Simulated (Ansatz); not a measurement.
FH6InO2Si2, SMILES `[F][In]([O][SiH3])[O][SiH3]`, relaxed with RKS PBE0-D4/def2-TZVP in the Gaussian-basis code of Ansatz from a GFN2-xTB geometry. The force threshold is 0.005 eV/Å; the program also tests the step.

Total charge 0; spin multiplicity 1. In: def2 effective core potential.

Start:

```xyz
12

F    -1.107   -0.510    3.623
In   -0.535   -0.259    1.764
O     1.261    0.440    1.423
Si    2.098    0.671    0.054
O    -1.783   -0.719    0.330
Si   -1.727   -0.496   -1.275
H     1.419    1.619   -0.844
H     3.308    1.222    0.671
H     2.335   -0.597   -0.654
H    -0.578   -1.186   -1.881
H    -3.014   -1.121   -1.592
H    -1.676    0.936   -1.618
```

| step | energy (eV) | largest force (eV/Å) | largest move (Å) |
| --- | --- | --- | --- |
| 1 | -27830.9775 | 0.853 | 0.000 |
| 2 | -27831.2138 | 0.219 | 0.168 |
| 3 | -27831.2252 | 0.077 | 0.043 |
| 4 | -27831.2261 | 0.016 | 0.010 |
| 5 | -27831.2272 | 0.010 | 0.041 |
| 6 (rejected) | -27831.2271 | 0.147 | 0.196 |
| 7 | -27831.2279 | 0.033 | 0.038 |
| 8 | -27831.2301 | 0.044 | 0.098 |
| 9 | -27831.2310 | 0.071 | 0.083 |
| 10 | -27831.2319 | 0.043 | 0.035 |
| 11 | -27831.2323 | 0.034 | 0.046 |
| 12 | -27831.2325 | 0.011 | 0.009 |
| 13 | -27831.2326 | 0.002 | 0.011 |
| 14 | -27831.2327 | 0.006 | 0.019 |
| 15 | -27831.2327 | 0.004 | 0.010 |
| 16 | -27831.2327 | 0.002 | 0.007 |

End:

```xyz
12

F    -1.099   -0.527    3.622
In   -0.545   -0.265    1.800
O     1.320    0.205    1.462
Si    2.179    0.597    0.122
O    -1.878   -0.480    0.391
Si   -1.838   -0.433   -1.247
H     1.340    1.371   -0.839
H     3.340    1.428    0.531
H     2.666   -0.627   -0.570
H    -0.547   -0.975   -1.762
H    -2.955   -1.258   -1.772
H    -1.982    0.964   -1.738
```

Run time 30 s (2 threads of an AMD EPYC 7R13 on a shared host and a share of an NVIDIA H100 80 GB); peak host memory 0.96 GiB.
